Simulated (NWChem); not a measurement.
System: MgClF; SMILES [F][Mg][Cl]

Here is an NWChem input.

```
start job
memory heap 200 mb stack 900 mb global 1100 mb
geometry units angstroms noautosym nocenter noautoz
  Mg    -0.002633     0.547766     0.000000
  F     -0.016130     2.299252     0.000000
  Cl     0.014149    -1.643317     0.000000
end
basis spherical
  * library def2-svpd
end
dft
  xc xpbe96 cpbe96
  iterations 150
end
tddft
  cis
  nroots 6
  notriplet
end
task tddft energy
```

The geometry was optimised at PBE0/def2-SVP.

Vertical excitations in the gas phase.

Task: Predict the main results of this run. (PBE/def2-SVPD, TDA.) Quantities: lowest excitation, singlet (eV); oscillator strength of that lowest state; lowest state with f > 0.02, singlet (eV); oscillator strength of that bright state; orbital gap (eV).

Result: 
```json
{
 "lowest excitation, singlet (eV)": "5.21",
 "oscillator_strength_of_that_lowest_state": "0.030",
 "lowest state with f > 0.02, singlet (eV)": "5.21",
 "oscillator_strength_of_that_bright_state": "0.030",
 "orbital gap (eV)": "5.13"
}
```
